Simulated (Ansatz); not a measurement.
Nudged elastic band run: CH6SSi2

Input:

```yaml
crystal:
  periodic: [false, false, false]
  atoms:
    - { symbol: C, position_ang: [-1.338818, 0.78336, -0.768923] }
    - { symbol: Si, position_ang: [-0.425905, -0.509492, 0.235658] }
    - { symbol: Si, position_ang: [1.740001, -0.318113, 0.822246] }
    - { symbol: S, position_ang: [1.120635, -1.617183, -0.794187] }
    - { symbol: H, position_ang: [-0.629416, 1.396133, -1.33253] }
    - { symbol: H, position_ang: [-1.92138, 1.438231, -0.111622] }
    - { symbol: H, position_ang: [-2.025078, 0.30796, -1.477889] }
    - { symbol: H, position_ang: [-1.338265, -1.368213, 1.036664] }
    - { symbol: H, position_ang: [2.33762, -1.008858, 1.993829] }
    - { symbol: H, position_ang: [2.563706, 0.844974, 0.399756] }
basis:
  gaussian: { orbitals: "6-31G*" }
hamiltonian:
  xc: pbe0
  dispersion: d4
neb:
  order_check: false
  images: 7
  f_tol: 0.05
  max_iterations: 60
  spring: 50.0
  final_atoms:
    - { symbol: C, position_ang: [-1.17983585, 0.83188694, -0.6141535] }
    - { symbol: Si, position_ang: [-0.27013868, -0.34230776, 0.54165692] }
    - { symbol: Si, position_ang: [1.75724947, 0.16016334, 1.55241316] }
    - { symbol: S, position_ang: [1.57919283, -1.08954841, -0.5324812] }
    - { symbol: H, position_ang: [-0.54682327, 1.68403928, -0.88368737] }
    - { symbol: H, position_ang: [-2.06365974, 1.23081838, -0.10150869] }
    - { symbol: H, position_ang: [-1.51975478, 0.33377211, -1.52768394] }
    - { symbol: H, position_ang: [-1.07139575, -1.58508067, 0.73959647] }
    - { symbol: H, position_ang: [1.68477734, -1.20947021, 2.22636187] }
    - { symbol: H, position_ang: [1.71348843, -0.06547401, -1.39751173] }
  initial_path:
    images:
      - { positions_ang: [[-1.338818, 0.78336, -0.768923], [-0.425905, -0.509492, 0.235658], [1.740001, -0.318113, 0.822246], [1.120635, -1.617183, -0.794187], [-0.629416, 1.396133, -1.33253], [-1.92138, 1.438231, -0.111622], [-2.025078, 0.30796, -1.477889], [-1.338265, -1.368213, 1.036664], [2.33762, -1.008858, 1.993829], [2.563706, 0.844974, 0.399756]] }
      - { positions_ang: [[-1.31506548, 0.77681425, -0.74321365], [-0.43663137, -0.50114402, 0.25730404], [1.69289347, -0.2443363, 0.88028177], [1.17569456, -1.51343823, -0.76497784], [-0.62134663, 1.43243455, -1.27213108], [-1.95399109, 1.41665407, -0.10755105], [-1.96567568, 0.32131692, -1.49112973], [-1.31225401, -1.41872534, 0.997583], [2.3001261, -0.96754508, 2.04164836], [2.51935012, 0.64676819, 0.20518818]] }
      - { positions_ang: [[-1.29131296, 0.77026849, -0.71750429], [-0.44735775, -0.49279603, 0.27895009], [1.64578595, -0.1705596, 0.93831754], [1.23075413, -1.40969347, -0.73576869], [-0.61327726, 1.46873609, -1.21173217], [-1.98660218, 1.39507714, -0.10348009], [-1.90627335, 0.33467384, -1.50437046], [-1.28624302, -1.46923769, 0.95850201], [2.2626322, -0.92623217, 2.08946771], [2.47499424, 0.44856239, 0.01062035]] }
      - { positions_ang: [[-1.26756043, 0.76372274, -0.69179494], [-0.45808412, -0.48444805, 0.30059613], [1.59867842, -0.0967829, 0.99635331], [1.28581369, -1.3059487, -0.70655953], [-0.60520789, 1.50503764, -1.15133325], [-2.01921327, 1.37350022, -0.09940914], [-1.84687103, 0.34803076, -1.51761119], [-1.26023203, -1.51975003, 0.91942101], [2.22513831, -0.88491925, 2.13728707], [2.43063836, 0.25035658, -0.18394747]] }
      - { positions_ang: [[-1.24380791, 0.75717699, -0.66608558], [-0.46881049, -0.47610007, 0.32224217], [1.55157089, -0.0230062, 1.05438907], [1.34087325, -1.20220394, -0.67735037], [-0.59713852, 1.54133918, -1.09093433], [-2.05182436, 1.35192329, -0.09533819], [-1.78746871, 0.36138768, -1.53085192], [-1.23422104, -1.57026237, 0.88034002], [2.18764441, -0.84360633, 2.18510642], [2.38628248, 0.05215077, -0.3785153]] }
      - { positions_ang: [[-1.22781489, 0.77585447, -0.65310256], [-0.41914254, -0.44265199, 0.37709586], [1.60299054, 0.02278618, 1.17889509], [1.40045315, -1.17404005, -0.64113308], [-0.58455971, 1.57701421, -1.03912259], [-2.0547832, 1.32164706, -0.09688082], [-1.72054023, 0.35448379, -1.53005992], [-1.19351472, -1.57396695, 0.84515413], [2.06192764, -0.9350723, 2.19542029], [2.21808396, 0.02274458, -0.6332644]] }
      - { positions_ang: [[-1.21182188, 0.79453196, -0.64011954], [-0.36947459, -0.40920391, 0.43194955], [1.65441018, 0.06857857, 1.30340112], [1.46003304, -1.14587617, -0.60491578], [-0.57198089, 1.61268923, -0.98731085], [-2.05774205, 1.29137083, -0.09842344], [-1.65361174, 0.34757989, -1.52926793], [-1.1528084, -1.57767152, 0.80996824], [1.93621087, -1.02653827, 2.20573415], [2.04988545, -0.00666162, -0.88801351]] }
      - { positions_ang: [[-1.19582886, 0.81320945, -0.62713652], [-0.31980663, -0.37575583, 0.48680324], [1.70582983, 0.11437096, 1.42790714], [1.51961294, -1.11771229, -0.56869849], [-0.55940208, 1.64836426, -0.93549911], [-2.0607009, 1.26109461, -0.09996607], [-1.58668326, 0.340676, -1.52847593], [-1.11210208, -1.58137609, 0.77478235], [1.81049411, -1.11800424, 2.21604801], [1.88168694, -0.03606781, -1.14276262]] }
      - { positions_ang: [[-1.17983585, 0.83188694, -0.6141535], [-0.27013868, -0.34230776, 0.54165692], [1.75724947, 0.16016334, 1.55241316], [1.57919283, -1.08954841, -0.5324812], [-0.54682327, 1.68403928, -0.88368737], [-2.06365974, 1.23081838, -0.10150869], [-1.51975478, 0.33377211, -1.52768394], [-1.07139575, -1.58508067, 0.73959647], [1.68477734, -1.20947021, 2.22636187], [1.71348843, -0.06547401, -1.39751173]] }
```

Launched with:

```bash
$ ansatz run input.yaml --threads 2 --pin off --max-ram 3072MiB --backend cpu --events-out ev --progress --plain --runs-dir out
```

Output, in part (warnings, iteration lines, the closing report on the highest movable image, with atoms numbered from 0):

```
NEB end point (image 0): max|allowed force component| = 1.637e-2 eV/Å (the criterion of neb.relax_end_points is 1.000e-2)
NEB end point (image 8): max|allowed force component| = 1.675e-2 eV/Å (the criterion of neb.relax_end_points is 1.000e-2)
NEB iter   1: max|band force component| = 3.522e0 eV/Å  barrier→ = 3.2030 eV  barrier← = 1.8434 eV  Δτ_max = 0.2000 Å  (231 SCF iters)
NEB iter   2: max|band force component| = 1.439e0 eV/Å  barrier→ = 2.2499 eV  barrier← = 0.8903 eV  Δτ_max = 0.1963 Å  (196 SCF iters)
NEB iter   3: max|band force component| = 8.743e-1 eV/Å  barrier→ = 2.1984 eV  barrier← = 0.8389 eV  Δτ_max = 0.1418 Å  (198 SCF iters)
NEB iter   4: max|band force component| = 6.146e-1 eV/Å  barrier→ = 2.0358 eV  barrier← = 0.6762 eV  CI = image 4  Δτ_max = 0.1446 Å  (200 SCF iters)
NEB iter   5: max|band force component| = 4.309e-1 eV/Å  barrier→ = 1.9808 eV  barrier← = 0.6212 eV  CI = image 4  Δτ_max = 0.0566 Å  (199 SCF iters)
NEB iter   6: max|band force component| = 1.908e-1 eV/Å  barrier→ = 1.9668 eV  barrier← = 0.6072 eV  CI = image 4  Δτ_max = 0.0292 Å  (201 SCF iters)
NEB iter   7: max|band force component| = 7.813e-2 eV/Å  barrier→ = 1.9633 eV  barrier← = 0.6038 eV  CI = image 4  Δτ_max = 0.0214 Å  (188 SCF iters)
NEB iter   8: max|band force component| = 4.324e-2 eV/Å  barrier→ = 1.9628 eV  barrier← = 0.6032 eV  CI = image 4  Δτ_max = 0.0000 Å  (357 SCF iters)
Total energy: -27711.51408125 eV, -1018.3793589472 hartree
Atom 0 at    -1.343245     0.817345    -0.709306 Å, force    -0.017364     0.001932    -0.024012 eV/Å
Atom 1 at    -0.272659    -0.387520     0.242334 Å, force     0.010975     0.004198     0.003523 eV/Å
Atom 2 at     1.736148     0.214731     1.232042 Å, force    -0.002006    -0.005885    -0.000380 eV/Å
Atom 3 at     1.346468    -1.268467    -0.843509 Å, force     0.004342    -0.003050     0.004821 eV/Å
Atom 4 at    -0.723502     1.600909    -1.155523 Å, force     0.000044     0.004009     0.003498 eV/Å
Atom 5 at    -2.075494     1.291237    -0.045481 Å, force     0.015467    -0.006298     0.003212 eV/Å
Atom 6 at    -1.887011     0.307782    -1.511571 Å, force    -0.007767     0.006105     0.005770 eV/Å
Atom 7 at    -1.036469    -1.473588     0.905306 Å, force    -0.003564    -0.006346     0.002910 eV/Å
Atom 8 at     1.944397    -0.972238     2.148357 Å, force    -0.001003     0.001346     0.003074 eV/Å
Atom 9 at     2.394467    -0.181393    -0.259646 Å, force     0.000875     0.003988    -0.002417 eV/Å
Dipole moment:    -0.400668     0.257462     0.105463 e Å
```

It converged. Another band between the same ends (7 images) ends at a top of the same energy, where a vibrational analysis finds 1 clearly imaginary mode. The orbitals stay closed-shell, which can raise the energy where a bond breaks towards radicals; this wasn't checked here.

Final band (atoms are numbered from 1 in the order of the input):

```tsv
image	path coordinate (Å)	energy (kJ/mol)	Si3–H10 (Å)	S4–H10 (Å)
0	0.00	0.0	1.49	3.09
1	0.49	4.3	1.48	3.00
2	0.98	51.7	1.46	2.59
3	1.47	139.1	1.49	2.14
4	1.96	189.4	1.68	1.62
5	2.41	179.0	2.10	1.39
6	2.87	158.1	2.47	1.35
7	3.33	135.3	2.81	1.34
8	3.79	131.2	2.96	1.35
```

Run time: 2.7 min on 2 threads of Arm Neoverse V1 (shared host), peak memory 0.18 GiB.
